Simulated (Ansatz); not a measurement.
One change: `CCI` becomes `C[CH2][GeH]`.

Ansatz, PBE0-D4/def2-TZVP geometries, multiplicity 1. 

Elements past krypton have def2 core potentials. Scalar relativity is left out up to krypton. Spin–orbit coupling is left out; it splits and shifts lone-pair levels of the heavy atoms by tenths of an eV.

```
                                        property  `CCI`
            HOMO–LUMO gap (PBE0/def2-TZVPP) / eV   6.51
  size of the dipole moment (PBE/def2-TZVPP) / D   1.97
size of the dipole moment (B3LYP/def2-TZVPP) / D   2.00
  zero-point energy (PBE0-D4/def2-TZVP) / kJ/mol  172.2
             LUMO energy (B3LYP/def2-TZVPP) / eV  -0.95
             HOMO energy (B3LYP/def2-TZVPP) / eV  -6.97
```

**Question.** What does the change do to each property? (Best estimate.)

**Answer.** Computed: 
| property | `C[CH2][GeH]` | shift |
| --- | --- | --- |
| HOMO–LUMO gap (PBE0/def2-TZVPP) / eV | 3.75 | -2.76 |
| size of the dipole moment (PBE/def2-TZVPP) / D | 0.90 | -1.07 |
| size of the dipole moment (B3LYP/def2-TZVPP) / D | 0.82 | -1.18 |
| zero-point energy (PBE0-D4/def2-TZVP) / kJ/mol | 184.1 | 11.9 |
| LUMO energy (B3LYP/def2-TZVPP) / eV | -2.78 | -1.83 |
| HOMO energy (B3LYP/def2-TZVPP) / eV | -6.11 | 0.86 |

With PBE0 the HOMO rises by 0.94 eV and the LUMO falls by 1.82 eV, so the gap narrows by about 2.76 eV. PBE moves the HOMO by 0.82 eV and ωB97M-V by 0.99 eV. The zero-point energy changes by 11.9 kJ/mol with +3 modes. Dipoles are sizes alone; their direction can turn.

B3LYP here is the variant with VWN-RPA as its local correlation; programs differ in this.
